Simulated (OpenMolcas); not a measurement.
Au5+ among 4 point charges of -2 e arranged as a tetrahedron (Td).

```yaml
Program: OpenMolcas
Method: "SS-CASPT2, IPEA 0.25 Eh, imaginary shift 0.1 Eh (closed shells correlated: 4f 5s 5p)"
Basis: ANO-RCC-VTZP [8s7p5d3f1g]
Scalar_Hamiltonian: DKH2, point nucleus
Active_space: 6 electrons in 5 orbitals (5d)
State_averaging: 2S+1 = 5 even, 5 roots; 2S+1 = 3 even, 45 roots; 2S+1 = 1 even, 50 roots
Spin-orbit_coupling: state interaction with AMFI integrals over the reference wave functions
```

All point charges move together. At R = 1.93 Å the first state of the same spin is 2790 cm-1, and at R = 2.02 Å it is 2260 cm-1.

A third run gives 1540 cm-1. What distance was it run at?

With a power law R^-n the two known points give n = -ln(2260 / 2790) / ln(2.02 / 1.93) = 4.62. Then R = 1.93 × (2790 / 1540)^(1/4.62) = 2.195 Å. The run was at 2.19 Å, so the estimate is off by +0.005 Å.

Roots that are degenerate in the reference are averaged as groups; the widest CASPT2 spread within a group is 340 cm-1 (the 3-fold group of multiplicity 3 near 48900 cm-1 above the lowest state of its run, R = 2.19). Shifts and gaps below about the spread of the groups concerned are not significant. An orbital doublet at a regular site is open to a Jahn-Teller distortion, which this geometry leaves out. Point charges give a weaker field than real ligands, and real ions of this kind are as a rule low spin; the high spin found here belongs to the model. The ground term spreads over less than 5000 cm-1, several times less than with real ligands, so orbital moments are less quenched and χT lies further from the spin-only value than at real sites. Free-ion shares, where given, are those of the reference states; single-state CASPT2 does not remix them. Spin-orbit coupling mixes the spin-free states strongly: the lowest level takes only 54 % from its leading state, 5E (figures for R = 1.93; the like holds for R = 2.02, R = 2.19). Point charges carry no covalency, so the field is a model and not that of real ligands. No measured value stands beside these numbers.
